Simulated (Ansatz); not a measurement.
Consider the formal exchange of groups at the Si–Sn bond: `[CH3][SnH]([CH3])[SiH3]` + `C/C=C/O` → `C/C=C(\O)[SiH3]` + `[CH3][SnH2][CH3]`.

Gas-phase electronic energies from Ansatz, PBE0-D4/def2-TZVP geometries. CCSD(T)/CBS adds triple-zeta CCSD(T) − MP2 to the extrapolated MP2 energy (def2 sets, frozen cores). Double bonds are as drawn, so ΔE can hold a change between cis and trans. DFT in def2-TZVPP. B3LYP here is the variant with VWN-RPA as its local correlation; programs differ in this. Elements past krypton have def2 core potentials. For Sn outer-core shells are correlated without core-valence functions, which leaves a few kJ/mol of doubt a bond. One conformer a species, not always the lowest.

`[CH3][SnH]([CH3])[SiH3]`:

Cartesian coordinates in Å:
```
C 1.313 -0.077 -1.639
Sn 0.135 0.602 0.024
C 1.007 -0.142 1.840
Si -2.294 -0.197 -0.206
H 1.303 -1.166 -1.682
H 2.343 0.263 -1.524
H 0.913 0.317 -2.574
H 0.177 2.319 0.059
H 2.040 0.197 1.918
H 0.991 -1.232 1.840
H 0.450 0.220 2.704
H -3.122 0.268 0.940
H -2.348 -1.685 -0.239
H -2.909 0.313 -1.462
```

`C/C=C/O`:

Z-matrix (Å, degrees):
```
C
C 1 1.491
H 1 1.095 2 111.6
H 1 1.092 2 111.1 3 120.2
H 1 1.095 2 111.6 3 -119.6
C 2 1.328 1 123.6 3 -120.2
H 2 1.090 1 117.5 3 59.7
O 6 1.355 2 127.0 1 -180.0
H 6 1.085 2 122.1 1 0.0
H 8 0.963 6 109.0 2 0.0
```

`C/C=C(\O)[SiH3]`:

Cartesian coordinates in Å:
```
C -1.349 1.216 -1.178
C -0.840 0.131 -0.292
C 0.427 -0.012 0.105
O 1.366 0.905 -0.302
Si 0.930 -1.404 1.244
H -2.086 1.834 -0.655
H -1.853 0.798 -2.055
H -0.541 1.863 -1.519
H -1.554 -0.603 0.067
H 2.246 0.607 -0.062
H 1.388 -0.873 2.558
H 2.084 -2.139 0.651
H -0.218 -2.322 1.438
```

`[CH3][SnH2][CH3]`:

Z-matrix (Å, degrees):
```
C
Sn 1 2.142
H 1 1.091 2 110.0
H 1 1.090 2 110.4 3 120.1
H 1 1.090 2 110.0 3 -119.9
C 2 2.142 1 109.9 3 59.9
H 2 1.714 1 109.6 3 -179.6
H 2 1.715 1 109.6 3 -60.7
H 6 1.091 2 110.0 1 60.1
H 6 1.091 2 110.0 1 -59.8
H 6 1.090 2 110.4 1 -179.8
```

```
             level  ΔE (kJ/mol)  difference from CCSD(T)/CBS
            PBE-D4         40.4                          4.1
           ωB97X-V         32.8                         -3.5
           ωB97M-V         31.4                         -4.9
               PBE         41.5                          5.2
             B3LYP         36.6                          0.3
    MP2/def2-TZVPP         33.5                         -2.8
     HF/def2-QZVPP         32.5                         -3.8
SCS-MP2/def2-QZVPP         32.8                         -3.5
      HF/CBS(def2)         32.4                         -3.9
     MP2/CBS(def2)         36.2                         -0.1
       CCSD(T)/CBS         36.3                            0
```

Largest T1 diagnostic among the species: 0.012.
